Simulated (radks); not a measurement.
Spin polarisation of the 4f7 shell in Eu2+. Start: [Xe] 4f(up 3.5, down 3.5); electrons of 4f are moved from spin down to spin up, other shells keep equal spins. Method: scalar-relativistic Kohn-Sham, PBE, spin-polarised, spherical densities, point nucleus; computed with a radial shooting solver on a logarithmic mesh with Libxc functionals.

moment (Bohr magnetons)  E - E(0) (eV)  e(4f up) (eV)  e(4f down) (eV)  5p down minus up (eV)  5s down minus up (eV)
0                                0.000        -16.149          -16.149                  0.000                  0.000
1                               -0.174        -16.479          -15.783                  0.330                  0.445
2                               -0.696        -16.773          -15.383                  0.660                  0.891
3                               -1.565        -17.031          -14.948                  0.993                  1.339
4                               -2.780        -17.249          -14.477                  1.328                  1.790
5                               -4.338        -17.425          -13.968                  1.667                  2.245
6                               -6.238        -17.554          -13.419                  2.011                  2.704
7                               -8.474        -17.630          -12.826                  2.361                  3.168

At moment 7 the spin-polarisation energy is -8.474 eV and the 4f exchange splitting 4.804 eV, that is 0.686 eV per Bohr magneton; E = -I m^2/4 would give I = 0.692 eV.
